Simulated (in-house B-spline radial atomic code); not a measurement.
The outermost shell (largest non-relativistic mean radius) with and without relativity; Dirac values are averaged over j. Computed with an all-electron radial atomic-structure program (B-spline basis): non-relativistic Hartree-Fock and Dirac-Hartree-Fock, averages of the configuration (point nuclei without relativity, finite nuclei with it).

| ion | configuration | outermost shell | radius non-relativistic (bohr) | radius Dirac (bohr) | radius change (%) | level non-relativistic (eV) | level Dirac (eV) | spin-orbit splitting (eV) |
| --- | --- | --- | --- | --- | --- | --- | --- | --- |
| Cl4+ | [Ne] 3s2 3p1 | 3p | 1.456 | 1.4549 | -0.076529 | -66.967 | -66.982 | 0.19558 |
| Ar4+ | [Ne] 3s2 3p2 | 3p | 1.3449 | 1.3436 | -0.093994 | -73.221 | -73.245 | 0.26767 |
| K4+ | [Ne] 3s2 3p3 | 3p | 1.25 | 1.2486 | -0.11267 | -79.582 | -79.616 | 0.35823 |
| Ca4+ | [Ne] 3s2 3p4 | 3p | 1.1679 | 1.1664 | -0.13257 | -86.053 | -86.1 | 0.47026 |
| Sc4+ | [Ne] 3s2 3p5 | 3p | 1.0962 | 1.0945 | -0.15372 | -92.640 | -92.701 | 0.60697 |
| Ti4+ | [Ne] 3s2 3p6 | 3p | 1.0334 | 1.0316 | -0.17586 | -99.343 | -99.421 | 0.77194 |
| V4+ | [Ar] 3d1 | 3d | 1.0714 | 1.0748 | 0.32568 | -65.537 | -65.236 | 0.083699 |
| Cr4+ | [Ar] 3d2 | 3d | 1.0115 | 1.0148 | 0.32709 | -68.814 | -68.485 | 0.11202 |
| Mn4+ | [Ar] 3d3 | 3d | 0.95861 | 0.96177 | 0.32922 | -72.017 | -71.657 | 0.14675 |
| Fe4+ | [Ar] 3d4 | 3d | 0.91146 | 0.91449 | 0.33186 | -75.156 | -74.763 | 0.18885 |
| Co4+ | [Ar] 3d5 | 3d | 0.86909 | 0.872 | 0.33485 | -78.240 | -77.812 | 0.23933 |
| Ni4+ | [Ar] 3d6 | 3d | 0.83078 | 0.83359 | 0.33808 | -81.276 | -80.811 | 0.29928 |
| Cu4+ | [Ar] 3d7 | 3d | 0.79592 | 0.79864 | 0.34147 | -84.269 | -83.764 | 0.36988 |
| Zn4+ | [Ar] 3d8 | 3d | 0.76406 | 0.7667 | 0.34495 | -87.223 | -86.677 | 0.4524 |
| Ga4+ | [Ar] 3d9 | 3d | 0.7348 | 0.73736 | 0.34848 | -90.144 | -89.554 | 0.54819 |
